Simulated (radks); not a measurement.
Values are calculated unless marked as measured or tabulated.
Hg57+, configuration [Ne] 3s2 3p4 3d5 4f2 (not the ground configuration). Code: a radial shooting solver on a logarithmic mesh with Libxc functionals. Model: scalar-relativistic Kohn-Sham, BLYP, spin-polarised, spherical densities, finite nucleus; open shells are filled with parallel spins first (spin-orbit coupling, left out, can overturn this in heavy ions); Fermi nuclear charge, rms radius 5.4648 fm. Some entries of the table are withheld. Estimate them.

orbital  occ.  eigenvalue (eV)  <r^2> (bohr^2)  <r> (bohr)
1s up       1        -87199.41       0.0003807     0.01659
1s down     1        -87191.29       0.0003806     0.01659
2s up       1        -18657.44        0.005724     0.06953
2s down     1        -18624.67        0.005710     0.06945
2p up       3        -16652.92        0.004815     0.06280
2p down     3        -16623.03        0.004801     0.06271
3s up       1        -6991.798         0.03385      0.1722
3s down     1        -6933.567         0.03398      0.1726
3p up       3        -6405.225         0.03397      0.1714
3p down     1        -6347.031         0.03413      0.1718
3d up       5        -5869.079         0.02698      0.1528
3d down     0        -5807.388         0.02710      0.1530
4s up       0        -3572.321          0.1228      0.3303
4s down     0        -3545.293          0.1243      0.3323
4p up       0        -3340.577          0.1282      0.3363
4p down     0        -3314.673          0.1300      0.3387
4d up       0        -3122.510          0.1210      0.3252
4d down     0        -3095.881          0.1230      0.3278
4f up       2        -2956.782         0.09412         (1)
4f down     0        -2920.195         0.09636         (2)
5f up       0        -1867.001          0.3071      0.5197

Answer. 
(1) 4f up <r> (bohr): 0.2901
(2) 4f down <r> (bohr): 0.2934
